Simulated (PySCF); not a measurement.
Compound: bromoketene, C2HBrO.
SMILES with atom numbers: `[O:1]=[C:2]=[CH:3][Br:4]` (hydrogens: H5 on C3)

Computed with PySCF at PBE0/def2-SVPD, non-relativistic, on one gas-phase PBE0-D3(BJ)/def2-SVP geometry that isn't relaxed in the solvent. The solvent is an IEF-PCM continuum (Bondi radii, 1.10 Å for H, scaled by 1.2). Specific hydrogen bonds and non-electrostatic terms are outside this model. Spin–orbit coupling is left out although an atom past zinc is present.

Gas phase at PBE0/def2-SVPD: HOMO -6.97 eV, LUMO -2.31 eV, dipole 1.22 D.

Task: What does the continuum do to the energy, the frontier levels and the dipole at PBE0/def2-SVPD in dichloromethane and acetonitrile?

Result: 
```json
{"solvent": "dichloromethane", "ε": "8.93", "E(solvent) − E(gas) (kJ/mol)": "-9.46", "polarisation term (kJ/mol)": "-10.51", "distortion of the solute (kJ/mol)": "1.05", "HOMO (eV)": "-6.87", "LUMO (eV)": "-2.15", "dipole (D)": "1.54"}
{"solvent": "acetonitrile", "ε": "35.69", "E(solvent) − E(gas) (kJ/mol)": "-10.95", "polarisation term (kJ/mol)": "-12.37", "distortion of the solute (kJ/mol)": "1.42", "HOMO (eV)": "-6.86", "LUMO (eV)": "-2.13", "dipole (D)": "1.59"}
```

The first energy column is the sum of the next two and covers electrostatics alone. From dichloromethane to acetonitrile the lowering changes by a factor 1.16, Onsager's factor (ε − 1)/(2ε + 1) by 1.14 and ε itself by 4.0.

Task: Which radius a makes the point-dipole formula ΔE = −[(ε − 1)/(2ε + 1)]·μ²/a³ give the value in acetonitrile, with the gas-phase dipole?

Result: μ = 0.480 au and |ΔE| = 0.00417 Eh give a = 1.58 Å; the farthest nucleus lies 2.04 Å from the centroid of the nuclei, so such a sphere wouldn't even hold the nuclei. The formula assumes a rigid point dipole at the centre of a sphere.

Task: How does the static polarisability (PBE0/def2-SVPD, frozen core, with the continuum's full static response) change?

Result: 
```tsv
medium	isotropic (au)	principal values (au)	⟨r²⟩ of the electrons (bohr²)
gas	48.2	35.0, 41.0, 68.7	535.5
dichloromethane	62.1	45.2, 52.2, 88.9	535.8
acetonitrile	64.6	47.4, 54.3, 92.2	535.9
```

The isotropic value in acetonitrile is 1.34 times the gas-phase one; no cavity-field correction is applied. ⟨r²⟩ is taken about the centre of nuclear charge.

The run took 2.4 s wall on an AMD EPYC 9R45 with one thread, no GPU, shared host, and the process peaked at 0.48 GiB of memory. This is the whole response run at PBE0/def2-SVPD in acetonitrile, SCF included.
